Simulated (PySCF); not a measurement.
# Hartree-Fock beside MP2: H3OSi2 anion

Calculated results; nothing here was measured. They come from PySCF 2.14.0, an open-source quantum chemistry program, on an isolated molecule that a program drew, which may never have been made. The molecule is H3OSi2 anion (charge -1, singlet), drawn as the SMILES string `O=[SiH][SiH2-]`.

The geometry was optimised and harmonic frequencies were computed with HF and MP2, all in the aug-cc-pV(D+d)Z basis, for the commonest isotopes, with a restricted reference for singlets and an unrestricted one otherwise, and a frozen core in MP2. Each result is a local minimum of its method.

Geometry at the HF minimum:
```xyz
6
H3OSi2 anion, angstrom
O    -2.0318   -4.0261   -0.6374
Si   -1.9694   -2.5488   -0.2393
Si   -0.4392   -0.8276   -0.5627
H    -3.0193   -2.1413    0.7768
H    -0.0277   -1.0511   -2.0039
H    -1.4975    0.2534   -0.7356
```

Lengths of the bonds as drawn, in Å (atoms numbered as above):
| bond | HF | MP2 |
|---|---|---|
| O1-Si2 | 1.531 | 1.584 |
| Si2-Si3 | 2.326 | 2.304 |
| Si2-H4 | 1.517 | 1.526 |
| Si3-H5 | 1.515 | 1.517 |
| Si3-H6 | 1.523 | 1.524 |

Rotational constants, in GHz:
| constant | HF | MP2 |
|---|---|---|
| A | 32.46 | 31.84 |
| B | 3.264 | 3.245 |
| C | 3.026 | 3.006 |

Harmonic frequencies in cm^-1, each column in rising order, so a row needn't be the same motion in every method:
```
rank,HF,MP2
1,203,192
2,228,222
3,369,345
4,416,411
5,636,562
6,642,586
7,937,864
8,1006,939
9,1209,?
10,2060,2021
11,2097,2059
12,2106,2089
```

**Estimate the missing MP2 frequency from the HF column.**

A single factor s that minimises the squared misfit of MP2 against s times HF over the other rows is sum(HF x MP2) / sum(HF^2) = 0.9735, with an rms misfit of 32 cm^-1. For rank 9 it gives 0.9735 x 1209 = 1177 cm^-1. The calculation gives 1051 cm^-1, 126 cm^-1 below the estimate. The drawn bonds are on average 0.7 % longer in MP2 than in HF.
